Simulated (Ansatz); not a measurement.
The inner images of a band of CH$_{9}$AsSSi$_{2}$ (14 atoms, charge 0, multiplicity 1) are given out of order.

These are results of Ansatz, RKS B3LYP-D4/def2-SVP, not measurements.

First end point:

```xyz
14
Properties=species:S:1:pos:R:3
Si -1.784 1.990 0.530
S -0.228 1.139 1.752
C 0.800 0.295 0.457
Si 0.198 -1.471 0.112
As 1.488 -2.579 -1.573
H -2.646 2.758 1.468
H -1.200 2.898 -0.501
H -2.593 0.952 -0.172
H 0.840 0.902 -0.461
H 1.825 0.266 0.859
H -1.218 -1.440 -0.349
H 0.287 -2.273 1.365
H 2.806 -2.100 -0.957
H 1.413 -1.364 -2.503
```

Last end point:

```xyz
14
Properties=species:S:1:pos:R:3
Si -1.787 1.998 0.510
S -0.212 1.271 1.786
C 0.916 0.500 0.531
Si 0.472 -1.318 0.212
As 2.021 -2.212 -1.383
H -2.744 2.687 1.417
H -1.242 2.958 -0.496
H -2.478 0.900 -0.225
H 0.923 1.096 -0.396
H 1.930 0.569 0.955
H -0.942 -1.413 -0.249
H 0.625 -2.082 1.482
H 1.186 -3.480 -1.570
H 1.319 -1.506 -2.546
```

Question: Put them in order from the first end to the last, with their energies above the first end.
A.
```xyz
14
Properties=species:S:1:pos:R:3
Si -2.109 1.825 0.470
S -0.630 1.041 1.822
C 0.707 0.569 0.625
Si 0.567 -1.236 0.059
As 2.457 -1.665 -1.367
H -3.213 2.320 1.335
H -1.537 2.946 -0.334
H -2.625 0.794 -0.476
H 0.726 1.267 -0.227
H 1.658 0.709 1.163
H -0.741 -1.450 -0.624
H 0.651 -2.121 1.255
H 2.470 -3.160 -1.052
H 1.604 -1.868 -2.619
```
B.
```xyz
14
Properties=species:S:1:pos:R:3
Si -2.020 1.935 0.544
S -0.498 1.109 1.828
C 0.748 0.539 0.571
Si 0.401 -1.256 0.087
As 1.622 -2.516 -1.495
H -3.054 2.489 1.459
H -1.445 3.018 -0.308
H -2.628 0.912 -0.354
H 0.758 1.209 -0.302
H 1.732 0.618 1.055
H -0.982 -1.342 -0.466
H 0.518 -2.120 1.297
H 3.043 -2.797 -1.055
H 1.794 -1.828 -2.833
```
C.
```xyz
14
Properties=species:S:1:pos:R:3
Si -1.956 1.946 0.540
S -0.400 1.100 1.773
C 0.797 0.473 0.490
Si 0.356 -1.334 0.068
As 1.515 -2.698 -1.537
H -2.950 2.515 1.491
H -1.403 3.024 -0.332
H -2.612 0.930 -0.332
H 0.801 1.143 -0.383
H 1.789 0.548 0.960
H -1.052 -1.346 -0.419
H 0.452 -2.121 1.330
H 2.930 -2.551 -0.979
H 1.721 -1.659 -2.640
```
D.
```xyz
14
Properties=species:S:1:pos:R:3
Si -1.869 1.966 0.537
S -0.282 1.138 1.737
C 0.806 0.381 0.434
Si 0.261 -1.407 0.089
As 1.495 -2.649 -1.548
H -2.810 2.585 1.510
H -1.340 3.002 -0.399
H -2.577 0.931 -0.269
H 0.819 1.008 -0.472
H 1.825 0.404 0.850
H -1.156 -1.392 -0.371
H 0.358 -2.180 1.359
H 2.852 -2.345 -0.909
H 1.606 -1.472 -2.520
```
E.
```xyz
14
Properties=species:S:1:pos:R:3
Si -2.048 1.912 0.534
S -0.535 1.093 1.833
C 0.722 0.534 0.585
Si 0.379 -1.264 0.102
As 1.869 -2.105 -1.425
H -3.099 2.450 1.440
H -1.475 3.004 -0.306
H -2.635 0.886 -0.375
H 0.742 1.205 -0.288
H 1.706 0.617 1.072
H -0.984 -1.353 -0.486
H 0.531 -2.130 1.300
H 3.044 -2.940 -1.058
H 1.769 -1.937 -2.900
```
F.
```xyz
14
Properties=species:S:1:pos:R:3
Si -2.070 1.887 0.518
S -0.568 1.073 1.829
C 0.701 0.517 0.593
Si 0.418 -1.290 0.066
As 2.258 -1.674 -1.432
H -3.138 2.411 1.413
H -1.500 2.991 -0.310
H -2.637 0.862 -0.405
H 0.729 1.202 -0.270
H 1.677 0.616 1.094
H -0.942 -1.401 -0.532
H 0.531 -2.152 1.276
H 2.859 -3.012 -1.031
H 1.669 -2.059 -2.780
```
G.
```xyz
14
Properties=species:S:1:pos:R:3
Si -2.136 1.751 0.411
S -0.641 1.071 1.803
C 0.720 0.595 0.636
Si 0.623 -1.231 0.134
As 2.521 -1.740 -1.240
H -3.273 2.220 1.248
H -1.604 2.874 -0.417
H -2.591 0.671 -0.511
H 0.733 1.268 -0.237
H 1.661 0.774 1.181
H -0.676 -1.501 -0.545
H 0.721 -2.070 1.362
H 2.177 -3.229 -1.259
H 1.753 -1.482 -2.538
```

Answer: D (+0.01 eV), C (+0.09 eV), B (+0.48 eV), E (+1.31 eV), F (+0.27 eV), A (+0.06 eV), G (+0.03 eV).

Run time: 8.8 min on 2 threads of Intel(R) Xeon(R) Platinum 8375C CPU @ 2.90GHz (Ice Lake), with other jobs on the host, peak memory 0.46 GiB.
